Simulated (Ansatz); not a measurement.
Calculated with Ansatz (gas phase, PBE0-D4/def2-TZVP geometries, no zero-point term in ΔE). CBS: MP2 limit from def2 TZ/QZ plus the TZ coupled-cluster correction, frozen cores. This one scheme is used for every species, atoms too. DFT in def2-TZVPP. B3LYP here is the variant with VWN-RPA as its local correlation; programs differ in this. HSE06 is defined as in plane-wave codes. Open shells (•) are unrestricted, without spin–orbit coupling. Spin–orbit coupling would lower the free atoms: a little for F, O, Si. Each species was taken in one conformer, which may not be the lowest.

`[O][Si](O)(F)F`• → 2 F• + H• + 2 O• + Si•  (atomization)

```
             level  ΔE (kJ/mol)  difference from CCSD(T)/CBS
       LDA (SPW92)       2953.0                        404.7
            PBE-D4       2576.9                         28.6
         revPBE-D4       2484.4                        -63.9
           BLYP-D4       2535.5                        -12.8
         r2SCAN-D4       2550.9                          2.6
            B97M-V       2539.6                         -8.7
          B3LYP-D4       2505.4                        -42.9
        r2SCAN0-D4       2467.8                        -80.5
          HSE06-D4       2490.4                        -57.9
          BHLYP-D4       2397.0                       -151.3
      CAM-B3LYP-D4       2542.7                         -5.6
           ωB97X-V       2532.5                        -15.8
           ωB97M-V       2535.8                        -12.5
            B2PLYP       2501.9                        -46.4
               PBE       2565.9                         17.6
            revPBE       2448.3                       -100.0
              BLYP       2510.4                        -37.9
            r2SCAN       2548.4                          0.1
              PBE0       2479.0                        -69.3
             B3LYP       2487.5                        -60.8
           r2SCANh       2513.8                        -34.5
           r2SCAN0       2464.8                        -83.5
             HSE06       2481.9                        -66.4
             BHLYP       2383.8                       -164.5
         CAM-B3LYP       2533.6                        -14.7
           LC-ωPBE       2523.3                        -25.0
       HF/def2-SVP       1710.6                       -837.7
      MP2/def2-SVP       2375.0                       -173.3
     CCSD/def2-SVP       2245.0                       -303.3
  CCSD(T)/def2-SVP       2267.3                       -281.0
     HF/def2-TZVPP       1810.2                       -738.1
SCS-MP2/def2-TZVPP       2517.6                        -30.7
   CCSD/def2-TZVPP       2415.2                       -133.1
CCSD(T)/def2-TZVPP       2458.1                        -90.2
     HF/def2-QZVPP       1822.4                       -725.9
    MP2/def2-QZVPP       2628.6                         80.3
SCS-MP2/def2-QZVPP       2577.9                         29.6
      HF/CBS(def2)       1824.1                       -724.2
     MP2/CBS(def2)       2662.8                        114.5
    CCSD/CBS(def2)       2505.4                        -42.9
       CCSD(T)/CBS       2548.3                            0
```

(1) What do rigid-rotor, harmonic-oscillator terms from PBE0-D4/def2-TZVP frequencies (298.15 K, 1 bar) make of the CCSD(T)/CBS value? (An estimate is asked.)

Largest T1 diagnostic among the species: 0.014.

Results:

(1) Ansatz gave: ΔZPE = -61.2 kJ/mol, ΔH = +2506.7 kJ/mol, ΔS = 605 J/(mol·K), ΔG = +2326.2 kJ/mol. Open shells count their whole term as degenerate.

The D4 term adds +17.9 kJ/mol with B3LYP and +9.1 kJ/mol with PBE0; it sums over pairs of atoms, weighted by their polarisabilities, and B3LYP, whose exchange is more repulsive, gets the larger term. Leaving LDA and LC-ωPBE aside and taking each functional with its dispersion term where it has one, the values spread over 180.0 kJ/mol, from BHLYP-D4 to PBE-D4. LDA lies +387.0 kJ/mol from PBE without D4, its usual overbinding. In def2-TZVPP, CCSD(T) changes the Hartree–Fock value by +647.9 kJ/mol (the triples alone add +42.9 kJ/mol) and MP2 by +762.4 kJ/mol; breaking electron pairs costs correlation energy, which Hartree–Fock lacks.

For atomizations the MP2-based limit and the directly extrapolated one differ by several kJ/mol either way, and by 10 to 25 for some Ge, Se and Sn compounds, so smaller differences from it don't rank the levels.
